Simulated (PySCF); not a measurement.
## Radial density of Bi (bismuth, neutral)

MN15, [Xe] 4f14 5d10 6s1 6p3 6d1, high-spin 6D determinant (an excited configuration). Calculation: PySCF 2.14, in aug-cc-pwCVDZ-PP with ECP60MDF (6s5p4d1f, 48 functions); a scalar-relativistic core potential. This is the valence pseudo-density: the core potential removes the inner electrons and smooths the orbitals near the nucleus.

| r (bohr) | 4πr²ρ (e/bohr) | 4πr²(ρα − ρβ) |
| --- | --- | --- |
| 0.0185 | 2.102e-05 | 0.0000 |
| 0.0311 | 5.035e-05 | 0.0000 |
| 0.0523 | 0.0001009 | 0.0000 |
| 0.0880 | 0.0002670 | 0.0000 |
| 0.148 | 0.002197 | 0.0001 |
| 0.249 | 0.03877 | 0.0016 |
| 0.419 | 1.402 | 0.0661 |
| 0.705 | 16.79 | 0.4047 |
| 1.19 | 15.57 | 0.1001 |
| 1.99 | 3.974 | 1.9894 |
| 3.35 | 1.188 | 1.1513 |
| 5.64 | 0.2416 | 0.2416 |
| 9.49 | 0.0007278 | 0.0007 |

Energies and moments cover only the electrons outside the core potential. Spin-orbit coupling is strong in this species (close to jj coupling), so the high-spin LS determinant is a model state, not a physical level. The outer electron is Rydberg-like, and this basis confines it to a smaller radius and binds it less than a complete one would. At MN15 the highest occupied level has a positive energy, so only the finite basis holds that electron; for this excited configuration the basis is too tight for the outer shell.
